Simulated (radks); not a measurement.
Species: Hf+. Configuration: [Xe] 4f14 5d1 6s2 (the NIST ground configuration).

Method: scalar-relativistic Kohn-Sham, SCAN, spin-polarised, spherical densities, finite nucleus; open shells are filled with parallel spins first (spin-orbit coupling, left out, can overturn this in heavy ions); meta-GGA in the generalised Kohn-Sham scheme; Fermi nuclear charge, rms radius 5.347 fm; computed with a radial shooting solver on a logarithmic mesh with Libxc functionals.

Energy parts (eV):
total: -410298.46
kinetic: 449443.06
electron-nucleus: -1011436.14
Hartree: 160091.07
exchange-correlation: -8396.46

Orbitals (lengths in bohr, moments of r in powers of bohr):
| orbital | occ. | eigenvalue (eV) | <r> |
|---|---|---|---|
| 1s up | 1 | -65361.58 | 0.01899 |
| 1s down | 1 | -65361.58 | 0.01899 |
| 2s up | 1 | -11211.38 | 0.08034 |
| 2s down | 1 | -11211.36 | 0.08034 |
| 2p up | 3 | -9842.232 | 0.07172 |
| 2p down | 3 | -9842.208 | 0.07172 |
| 3s down | 1 | -2572.936 | 0.2084 |
| 3s up | 1 | -2572.933 | 0.2084 |
| 3p down | 3 | -2161.212 | 0.2084 |
| 3p up | 3 | -2161.212 | 0.2084 |
| 3d up | 5 | -1673.300 | 0.1891 |
| 3d down | 5 | -1673.287 | 0.1891 |
| 4s up | 1 | -530.9984 | 0.4681 |
| 4s down | 1 | -530.9688 | 0.4681 |
| 4p up | 3 | -395.3029 | 0.4973 |
| 4p down | 3 | -395.2718 | 0.4972 |
| 4d up | 5 | -219.4053 | 0.5352 |
| 4d down | 5 | -219.3587 | 0.5351 |
| 5s up | 1 | -77.2752 | 1.133 |
| 5s down | 1 | -76.9012 | 1.131 |
| 5p up | 3 | -45.3584 | 1.341 |
| 5p down | 3 | -44.8070 | 1.333 |
| 4f up | 7 | -26.5537 | 0.6760 |
| 4f down | 7 | -26.4315 | 0.6732 |
| 6s up | 1 | -12.3262 | 3.030 |
| 6s down | 1 | -11.8245 | 3.135 |
| 5d up | 1 | -11.1031 | 2.161 |

The highest occupied level is 5d up at -11.103 eV. For comparison, the ionisation energy in NIST's Atomic Spectra Database is 14.61 eV (theoretical). In exact Kohn-Sham theory the highest level is minus the ionisation energy, but local and semilocal functionals leave it too shallow, through self-interaction and a potential that decays too fast; potentials with the right tail come closer. The spin density at the nucleus is 8.08 e/bohr^3 (1s 0.00, 2s -0.06, 3s 0.14, 4s 0.20, 5s -2.67, 6s 10.49).

Empty levels of this run are not shown, since the potential may be unsettled where no density lies.
